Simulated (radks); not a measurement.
Results of a calculation; reference values are marked as such.
Cs4+, 51 electrons, occupied as [Kr] 4d10 5s1.5 5p3.5 (fractional occupations, a model configuration).

Level of theory: Dirac Kohn-Sham, PBE, spin-unpolarised, spherical densities, point nucleus; open shells fill j = l - 1/2 first (a radial shooting solver on a logarithmic mesh with Libxc functionals).

Energy parts (hartree):
part                       energy
total                  -7786.1369
kinetic                 8292.4611
electron-nucleus      -18852.7392
Hartree                 2965.4256
exchange-correlation    -191.2845

Orbitals (lengths in bohr, moments of r in powers of bohr; <r^-3> diverges for s and p1/2):
| orbital | occ. | eigenvalue (hartree) | <r^-3> | <r^2> | <1/r> | <r> |
|---|---|---|---|---|---|---|
| 1s1/2 | 2 | -1316.244 | - | 0.0009249 | 59.41 | 0.02611 |
| 2s1/2 | 2 | -207.7671 | - | 0.01477 | 13.92 | 0.1117 |
| 2p1/2 | 2 | -195.5505 | - | 0.01089 | 13.90 | 0.09403 |
| 2p3/2 | 4 | -182.6039 | 5924 | 0.01216 | 12.73 | 0.09992 |
| 3s1/2 | 2 | -44.48300 | - | 0.1021 | 4.990 | 0.2987 |
| 3p1/2 | 2 | -39.38183 | - | 0.09684 | 4.901 | 0.2887 |
| 3p3/2 | 4 | -36.90032 | 1163 | 0.1047 | 4.612 | 0.3004 |
| 3d3/2 | 4 | -27.94150 | 188.0 | 0.08707 | 4.470 | 0.2713 |
| 3d5/2 | 6 | -27.41467 | 172.7 | 0.08932 | 4.396 | 0.2750 |
| 4s1/2 | 2 | -9.69507 | - | 0.5438 | 2.036 | 0.6940 |
| 4p1/2 | 2 | -7.86304 | - | 0.5892 | 1.930 | 0.7195 |
| 4p3/2 | 4 | -7.35541 | 238.5 | 0.6343 | 1.836 | 0.7467 |
| 4d3/2 | 4 | -4.37318 | 30.89 | 0.7918 | 1.607 | 0.8255 |
| 4d5/2 | 6 | -4.28835 | 28.14 | 0.8110 | 1.583 | 0.8355 |
| 5s1/2 | 1.5 | -2.43057 | - | 2.997 | 0.8074 | 1.638 |
| 5p1/2 | 2 | -1.93127 | - | 3.675 | 0.7232 | 1.810 |
| 5p3/2 | 1.5 | -1.85141 | 37.68 | 3.928 | 0.6952 | 1.872 |

The highest occupied level is 5p3/2 at -50.379 eV. Summed over all electrons, <r^2> = 32.38 bohr^2, which gives a Langevin (diamagnetic) susceptibility term of -25.6 x 10^-6 cm^3/mol. The density falls to 0.001 e/bohr^3 at r = 3.43 bohr.
